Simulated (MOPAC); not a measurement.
MOPAC input (MNDO):

```
MNDO 1SCF UHF MS=0.5 GEO-OK AUX(PRECISION=9) THREADS=1
HBN

B    -0.00000000 1   -0.00000000 1   -0.83561304 1
N     0.00000000 1    0.00000000 1    0.39812868 1
H     0.00000000 1    0.00000000 1    1.39116444 1
```

From the last part of the output:

```
                                                       MOPAC v23.2.5 Linux

          FINAL HEAT OF FORMATION =         74.82499 KCAL/MOL =     313.06776 KJ/MOL

          COSMO AREA              =         64.43 SQUARE ANGSTROMS
          COSMO VOLUME            =         46.69 CUBIC ANGSTROMS

          IONIZATION POTENTIAL    =         11.979207 EV
          ALPHA SOMO LUMO (EV)    =        -12.010  3.196
          BETA  SOMO LUMO (EV)    =        -11.979 -2.570
          NO. OF ALPHA ELECTRONS  =          5
          NO. OF BETA  ELECTRONS  =          4
          MOLECULAR WEIGHT        =         25.8246         POINT GROUP:  C*v

          MOLECULAR DIMENSIONS (Angstroms)

            Atom       Atom       Distance
            H     3    B     1     2.22678
            H     3    B     1     0.00000
            B     1    N     2     0.00000

          SCF CALCULATIONS        =          1

   ATOM   CHEMICAL          X               Y               Z
  NUMBER   SYMBOL      (ANGSTROMS)     (ANGSTROMS)     (ANGSTROMS)

     1       B         -0.00000000  *  -0.00000000  *  -0.83561304  *
     2       N          0.00000000  *   0.00000000  *   0.39812868  *
     3       H          0.00000000  *   0.00000000  *   1.39116444  *

                             CARTESIAN COORDINATES

   1    B       -0.000000000    -0.000000000    -0.835613040
   2    N        0.000000000     0.000000000     0.398128680
   3    H        0.000000000     0.000000000     1.391164440

           Empirical Formula: H N B  =     3 atoms

      MOLECULAR POINT GROUP   :   C*v

          ALPHA EIGENVALUES
 -33.38890 -20.40133 -13.12328 -12.01019 -12.01019   3.19557   3.19557   4.05596
   8.69012

           BETA EIGENVALUES
 -33.39074 -19.84639 -11.97921 -11.97921  -2.57042   4.10556   4.10556   4.37748
   9.21767

              NET ATOMIC CHARGES AND DIPOLE CONTRIBUTIONS

  ATOM NO.   TYPE          CHARGE      No. of ELECS.   s-Pop       p-Pop
    1          B           0.130212        2.8698     1.22446     1.64533
    2          N          -0.390167        5.3902     1.46407     3.92610
    3          H           0.259955        0.7400     0.74004
 DIPOLE           X         Y         Z       TOTAL
 POINT-CHG.     0.000     0.000     0.468     0.468
 HYBRID        -0.000    -0.000     0.110     0.110
 SUM           -0.000    -0.000     0.578     0.578

          ATOMIC ORBITAL ELECTRON POPULATIONS

     Atom    s        px        py        pz
    1  B   1.22446   0.55170   0.55170   0.54194
    2  N   1.46407   1.44830   1.44830   1.02949
    3  H   0.74004

                    (SZ)    =    0.500000
                    (S**2)  =    0.768574

          ATOMIC ORBITAL SPIN POPULATIONS

    Atom   Total    s     px     py     pz
         Atomic
    1  B  1.0373  0.578  0.083  0.083  0.293
    2  N -0.0923  0.023 -0.083 -0.083  0.051
    3  H  0.0550  0.055

 **********************
 *                    *
 * JOB ENDED NORMALLY *
 *                    *
 **********************

 == MOPAC DONE ==
```
